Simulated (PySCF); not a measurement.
A structure optimised at PBE0-D3(BJ)/def2-SVP, used in a PySCF frequency run:

```xyz
10

B      0.0000     0.0000     0.0000
C     -1.5229     0.0000     0.0000
C     -2.7416     0.0000     0.0000
H     -3.8172     0.0000     0.0000
C      0.7615     1.3189     0.0000
C      1.3708     2.3743     0.0000
H      1.9086     3.3058     0.0000
C      0.7615    -1.3189     0.0000
C      1.3708    -2.3743     0.0000
H      1.9086    -3.3058     0.0000
```

Q: Write its SMILES, formula and point group.

A: C#CB(C#C)C#C, C₆H₃B, D3h

Q: What are its rotational constants (standard atomic weights)?

A: 2.5366, 2.5366, 1.2683 GHz
